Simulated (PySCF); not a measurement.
A GIAO shielding run with PySCF (density fitting, non-relativistic, gas phase) on `FC(=C([C@@H]1[C@H](CF)[SiH2]1)F)F`, C$_{5}$H$_{6}$F$_{4}$Si:

```
$ OMP_NUM_THREADS=1 python probes_run.py task.json out

{"job": {"kind": "nmr", "xc": "PBE0", "basis": "pcSseg-1"}, "charge": 0, "multiplicity": 1}
F     -1.835106    -2.490262    -0.715124
C     -1.253434    -1.446525    -0.032694
C     -0.516192    -0.560908    -1.006913
Si     1.332393    -0.685956    -1.349223
C      0.275779     0.649761    -0.458292
C      0.415931     0.836775     0.977152
F      0.807984    -0.242497     1.698103
C      0.263427     1.984194     1.636345
F      0.474797     2.179121     2.934460
F     -0.121310     3.115889     1.043524
H     -0.599107    -1.896290     0.718211
H     -2.070135    -0.905425     0.462903
H     -1.172159    -0.281871    -1.826246
H      1.806773    -0.316016    -2.667469
H      2.130438    -1.518527    -0.474548
H      0.052319     1.587482    -0.951599
```

Hardware: 1 thread of an Arm Neoverse N1, shared host. The job also computes population analyses, field gradients, ring-centre shieldings.

Task: How large is the calculation?

Result: 86 electrons, 207 basis functions and 1096 auxiliary functions.

Task: How long does it take, and how much memory does it need?

Result: 71 s of wall time, with 14 SCF cycles and 5 response iterations; peak memory 0.94 GiB. Times on a shared host scatter by some tens of per cent.
